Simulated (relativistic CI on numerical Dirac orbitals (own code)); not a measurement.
d1 to d9 in one octahedral field

Computed with a parametric ligand-field model without spin-orbit coupling, by exact diagonalisation: B = 310, C = 1180, 10Dq = 31400 cm⁻¹ (Oh; |10Dq|/B = 101.3) for every shell. Energies in cm⁻¹; the field energy is (0.6 n_e − 0.4 n_t2) × 10Dq of the ground term; g labels are left out. So small a B with so large a field is typical of 4d and 5d ions, where spin-orbit coupling, left out here, reaches 1,000 to 4,000 cm⁻¹.

```tsv
Shell	Ground term	Electrons in e	Field energy	First spin-allowed bands	Lowest term of other spin
d1	2T2	0.000	-12560	2E 31400	
d2	3T1	0.003	-25028	3T2 30571, 3T1 34392	1T2 4284
d3	4A2	0.000	-37680	4T2 31400, 4T1 35000	2E 6117
d4	3T1	0.005	-50096	3E 30128, 3T1 30409	1T2 3875
d5	2T2	0.009	-62506	2A2 29582, 2T1 29697	4T1 25411
d6	1A1	0.007	-75136	1T1 30412, 1T2 35108	3T1 27963
d7	2E	1.004	-56386	2T1 30358, 2T2 30671	4T1 25491
d8	3A2	2.000	-37680	3T2 31400, 3T1 35000	1E 4822
d9	2E	3.000	-18840	2T2 31400
```

Low spin: d4, d5, d6, d7; the other shells keep the spin of the free ion. Only d4 to d7 can choose; the field needed to pair spins is smallest for d6 and largest for d5, which loses most exchange energy. In the strong-field picture 10Dq must exceed about 6B + 5C = 7760 (d4), 7.5B + 5C = 8225 (d5), 2.5B + 4C = 5495 (d6) and 4B + 4C = 5960 (d7); mixing of terms shifts these bounds somewhat.
